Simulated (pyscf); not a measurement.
Optimised with ωB97X-D3(BJ)/def2-SVP in PySCF.

**Question.** What is the homolytic dissociation enthalpy (298 K, ωB97M-D3(BJ)/def2-TZVP) of the Br–Sn bond of F–Sn(F)(F)–Br, to F–Sn•(F)–F + Br•?

**Answer.** Br–Sn to F–Sn•(F)–F + Br•: 3.07 eV. The 7 functionals that were run give +3.01 (B3LYP-D3(BJ)) to +3.46 eV (ωB97X-D3(BJ)/def2-TZVP). Left out: the spin-orbit lowering of Br, which is large for Br, Se, Te and I. Elements up to Kr have no core potential and no relativistic terms here. Elements past Kr carry the def2 core potentials, without spin-orbit coupling.
